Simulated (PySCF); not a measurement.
C4F5, SMILES FC(F)=[C]C(F)=C(F)F, doublet (PBE0/def2-SVP optimised geometry):

```
9

F      0.236     2.586     0.000
C      0.665     1.345     0.000
F      1.978     1.345     0.000
C     -0.090     0.286     0.003
C     -0.835    -0.838     0.009
F     -1.235    -1.410    -1.130
C     -1.259    -1.503     1.154
F     -1.978    -2.586     1.126
F     -0.970    -1.096     2.355
```

Method: unrestricted PBE0/def2-TZVP in PySCF 2.14.0.

What are the frontier orbital energies (α orbitals alone; a β orbital can be the lowest empty one) and the dipole moment?

HOMO-2 -9.55 eV, HOMO-1 -8.42 eV, HOMO -6.49 eV, LUMO -0.58 eV, LUMO+1 0.32 eV; dipole moment 0.78 D.

On the same geometry unrestricted PBE/def2-TZVP (PySCF) gives HOMO-2 -7.83 eV, HOMO-1 -6.97 eV, HOMO -5.07 eV, LUMO -1.55 eV, LUMO+1 -0.62 eV; dipole moment 0.89 D.

Meta-Löwdin charges at PBE0/def2-TZVP: F1 -0.22, C2 0.56, F3 -0.22, C4 -0.21, C5 0.23, F6 -0.25, C7 0.52, F8 -0.20, F9 -0.20.
